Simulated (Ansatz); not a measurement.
Ansatz (a first-principles code) input (B3LYP/6-31G* with LANL2DZ past Ar): The .json file joins the Basis Set Exchange's 6-31G* for atoms up to Ar and LANL2DZ past it.

Ansatz 0.2 input:
```yaml
crystal:
  periodic: [false, false, false]
  atoms:
    - {symbol: Ba, position_ang: [-0.00000000, -0.00000000, -0.31753849]}
    - {symbol: F, position_ang: [0.00000000, 0.00000000, 1.97579506]}
basis:
  gaussian:
    orbitals: 6-31Gs+LANL2DZ.json
hamiltonian:
  xc: {name: B3LYP}
magnetization: {spin_polarized: true, initial_magnetization: 1}
phonons: {temperatures: {t_min: 298.15, t_max: 298.15, t_step: 100}}
```

Output:

```
WARN ansatz: RAYON_NUM_THREADS=1 ignored (pool sized by the plan → 1); use --threads N
Functional definition: B3LYP
integrals: 0.01 GiB planned
340 factors; integrals over basis functions are off by at most 1.2e-4 eV
mean field: 0.11 GiB planned
mean field evaluation 1: about -3399.1799 eV, gradient 3.4e1 eV
mean field evaluation 2: about -3130.4621 eV, gradient 1.5e2 eV
mean field evaluation 4: about -3403.0198 eV, gradient 5.1e-1 eV
mean field evaluation 8: about -3403.0579 eV, gradient 8.4e-3 eV
mean field evaluation 16: about -3403.0579 eV, gradient 2.6e-5 eV
mean field -3403.05787037 eV, -125.0600700607 hartree, gradient 2.6e-5 eV, S^2 0.750382; 0 other end points of the search recorded, 0 dependent functions left out
the calculation of the forces begins
reference -3403.05804588 eV, -125.0600765104 hartree; 10, 9 occupied and 17, 18 virtual orbitals, 340 factors
these checks for a lower state are left out or cut short: stability, starts, cluster_reference, orbital_swaps, neighbouring_geometries, increment
integrals: 0.01 GiB planned
340 factors; integrals over basis functions are off by at most 1.2e-4 eV
mean field: 0.11 GiB planned
mean field -3403.05787037 eV, -125.0600700606 hartree, gradient 6.7e-8 eV, S^2 0.750382; 0 other end points of the search recorded, 0 dependent functions left out
the calculation of the forces begins
reference -3403.05804587 eV, -125.0600765103 hartree; 10, 9 occupied and 17, 18 virtual orbitals, 340 factors
these checks for a lower state are left out or cut short: stability, starts, cluster_reference, orbital_swaps, neighbouring_geometries, increment
integrals: 0.01 GiB planned
340 factors; integrals over basis functions are off by at most 1.2e-4 eV
mean field: 0.11 GiB planned
mean field -3403.05787037 eV, -125.0600700606 hartree, gradient 6.7e-8 eV, S^2 0.750382; 0 other end points of the search recorded, 0 dependent functions left out
the calculation of the forces begins
reference -3403.05804587 eV, -125.0600765103 hartree; 10, 9 occupied and 17, 18 virtual orbitals, 340 factors
these checks for a lower state are left out or cut short: stability, starts, cluster_reference, orbital_swaps, neighbouring_geometries, increment
integrals: 0.01 GiB planned
340 factors; integrals over basis functions are off by at most 1.2e-4 eV
mean field: 0.11 GiB planned
mean field evaluation 32: about -3403.0579 eV, gradient 1.3e-2 eV
mean field -3403.05787037 eV, -125.0600700606 hartree, gradient 6.7e-8 eV, S^2 0.750382; 0 other end points of the search recorded, 0 dependent functions left out
the calculation of the forces begins
reference -3403.05804587 eV, -125.0600765103 hartree; 10, 9 occupied and 17, 18 virtual orbitals, 340 factors
these checks for a lower state are left out or cut short: stability, starts, cluster_reference, orbital_swaps, neighbouring_geometries, increment
integrals: 0.01 GiB planned
340 factors; integrals over basis functions are off by at most 1.2e-4 eV
mean field: 0.11 GiB planned
mean field -3403.05787037 eV, -125.0600700606 hartree, gradient 6.7e-8 eV, S^2 0.750382; 0 other end points of the search recorded, 0 dependent functions left out
the calculation of the forces begins
reference -3403.05804587 eV, -125.0600765103 hartree; 10, 9 occupied and 17, 18 virtual orbitals, 340 factors
these checks for a lower state are left out or cut short: stability, starts, cluster_reference, orbital_swaps, neighbouring_geometries, increment
integrals: 0.01 GiB planned
340 factors; integrals over basis functions are off by at most 1.2e-4 eV
mean field: 0.11 GiB planned
mean field -3403.05784598 eV, -125.0600691643 hartree, gradient 2.3e-6 eV, S^2 0.750380; 0 other end points of the search recorded, 0 dependent functions left out
the calculation of the forces begins
reference -3403.05802144 eV, -125.0600756122 hartree; 10, 9 occupied and 17, 18 virtual orbitals, 340 factors
these checks for a lower state are left out or cut short: stability, starts, cluster_reference, orbital_swaps, neighbouring_geometries, increment
integrals: 0.01 GiB planned
340 factors; integrals over basis functions are off by at most 1.2e-4 eV
mean field: 0.11 GiB planned
mean field -3403.05783401 eV, -125.0600687244 hartree, gradient 1.8e-6 eV, S^2 0.750385; 0 other end points of the search recorded, 0 dependent functions left out
the calculation of the forces begins
reference -3403.05800956 eV, -125.0600751758 hartree; 10, 9 occupied and 17, 18 virtual orbitals, 340 factors
these checks for a lower state are left out or cut short: stability, starts, cluster_reference, orbital_swaps, neighbouring_geometries, increment
integrals: 0.01 GiB planned
340 factors; integrals over basis functions are off by at most 1.2e-4 eV
mean field: 0.11 GiB planned
mean field evaluation 64: about -3403.0579 eV, gradient 1.5e-6 eV
mean field -3403.05787037 eV, -125.0600700606 hartree, gradient 6.7e-8 eV, S^2 0.750382; 0 other end points of the search recorded, 0 dependent functions left out
the calculation of the forces begins
reference -3403.05804587 eV, -125.0600765103 hartree; 10, 9 occupied and 17, 18 virtual orbitals, 340 factors
these checks for a lower state are left out or cut short: stability, starts, cluster_reference, orbital_swaps, neighbouring_geometries, increment
integrals: 0.01 GiB planned
340 factors; integrals over basis functions are off by at most 1.2e-4 eV
mean field: 0.11 GiB planned
mean field -3403.05787037 eV, -125.0600700606 hartree, gradient 6.7e-8 eV, S^2 0.750382; 0 other end points of the search recorded, 0 dependent functions left out
the calculation of the forces begins
reference -3403.05804587 eV, -125.0600765103 hartree; 10, 9 occupied and 17, 18 virtual orbitals, 340 factors
these checks for a lower state are left out or cut short: stability, starts, cluster_reference, orbital_swaps, neighbouring_geometries, increment
integrals: 0.01 GiB planned
340 factors; integrals over basis functions are off by at most 1.2e-4 eV
mean field: 0.11 GiB planned
mean field -3403.05787037 eV, -125.0600700606 hartree, gradient 6.7e-8 eV, S^2 0.750382; 0 other end points of the search recorded, 0 dependent functions left out
the calculation of the forces begins
reference -3403.05804587 eV, -125.0600765103 hartree; 10, 9 occupied and 17, 18 virtual orbitals, 340 factors
these checks for a lower state are left out or cut short: stability, starts, cluster_reference, orbital_swaps, neighbouring_geometries, increment
integrals: 0.01 GiB planned
340 factors; integrals over basis functions are off by at most 1.2e-4 eV
mean field: 0.11 GiB planned
mean field -3403.05787037 eV, -125.0600700606 hartree, gradient 6.7e-8 eV, S^2 0.750382; 0 other end points of the search recorded, 0 dependent functions left out
the calculation of the forces begins
reference -3403.05804587 eV, -125.0600765103 hartree; 10, 9 occupied and 17, 18 virtual orbitals, 340 factors
these checks for a lower state are left out or cut short: stability, starts, cluster_reference, orbital_swaps, neighbouring_geometries, increment
integrals: 0.01 GiB planned
340 factors; integrals over basis functions are off by at most 1.2e-4 eV
mean field: 0.11 GiB planned
mean field -3403.05783401 eV, -125.0600687244 hartree, gradient 1.8e-6 eV, S^2 0.750385; 0 other end points of the search recorded, 0 dependent functions left out
the calculation of the forces begins
reference -3403.05800956 eV, -125.0600751758 hartree; 10, 9 occupied and 17, 18 virtual orbitals, 340 factors
these checks for a lower state are left out or cut short: stability, starts, cluster_reference, orbital_swaps, neighbouring_geometries, increment
integrals: 0.01 GiB planned
340 factors; integrals over basis functions are off by at most 1.2e-4 eV
mean field: 0.11 GiB planned
mean field evaluation 96: about -3403.0578 eV, gradient 7.0e-5 eV
mean field -3403.05784598 eV, -125.0600691643 hartree, gradient 2.3e-6 eV, S^2 0.750380; 0 other end points of the search recorded, 0 dependent functions left out
the calculation of the forces begins
reference -3403.05802144 eV, -125.0600756122 hartree; 10, 9 occupied and 17, 18 virtual orbitals, 340 factors
Total energy: -3403.05804588 eV, -125.0600765104 hartree
Atom 0 at    -0.000000    -0.000000    -0.317538 Å, force    -0.000000    -0.000000     0.002443 eV/Å
Atom 1 at     0.000000     0.000000     1.975795 Å, force     0.000000    -0.000000    -0.002443 eV/Å
Dipole moment:     0.000000    -0.000000    -0.773833 e Å
Vibrations: 397.99 cm⁻¹, zero-point energy 0.024672 eV
```

The blocks after the first are displaced geometries, from whose forces the wavenumbers follow.
